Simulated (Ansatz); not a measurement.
The same path of FH + H2O + H5NSn (12 atoms, charge 0, multiplicity 1) was run twice with different band settings. Lost on the way: H6–O7, H8–F9. Made: Sn1–O7, N2–H8, H6–F9.

Level of theory: Ansatz, RKS BHLYP-D4/def2-SVP.

Relaxed end points:

```xyz
12
Properties=species:S:1:pos:R:3
Sn -1.017 0.845 0.697
N -0.040 -1.008 0.739
H -2.259 0.824 -0.459
H -1.733 0.889 2.263
H 0.117 2.094 0.584
H 1.232 0.242 -1.369
O 0.376 0.532 -1.715
H 1.424 -0.782 0.282
F 2.252 -0.536 -0.180
H -0.161 -1.481 1.626
H -0.410 -1.624 0.026
H 0.219 0.004 -2.494
```

```xyz
12
Properties=species:S:1:pos:R:3
Sn -1.052 0.964 0.199
N 0.364 -1.010 1.036
H -1.856 2.186 -0.742
H -2.293 -0.013 0.837
H -0.033 1.798 1.278
H 1.346 -0.270 -1.302
O -0.095 0.172 -1.416
H 1.239 -0.988 0.515
F 2.220 -0.561 -1.037
H 0.577 -0.992 2.025
H -0.076 -1.899 0.835
H -0.341 0.611 -2.228
```

Common settings: movable images 7; climbing image yes; spring 5.0 eV/Å²; optimiser quadratic models (default); start path through a guess of the saddle point; end points relaxed.

| run | force threshold | iteration limit |
| --- | --- | --- |
| 1 | 0.03 eV/Å | 39 |
| 2 | 0.5 eV/Å | 48 |

(1) What does each run give, and how far can it be trusted?

## Answers

(1) Run 1: converged after 24 iterations, highest image 0.267 eV above the first end. A vibrational analysis at the climbing image gives one clearly imaginary mode, 264i cm⁻¹: a first-order saddle point.
Run 2: converged after 6 iterations, highest image 0.299 eV above the first end. The threshold of 0.5 eV/Å is loose, so the images may lie well off the minimum-energy path. The order of the stationary point at the top wasn't checked.
The orbitals stay closed-shell, which can raise the energy where a bond breaks towards radicals; this wasn't checked here.
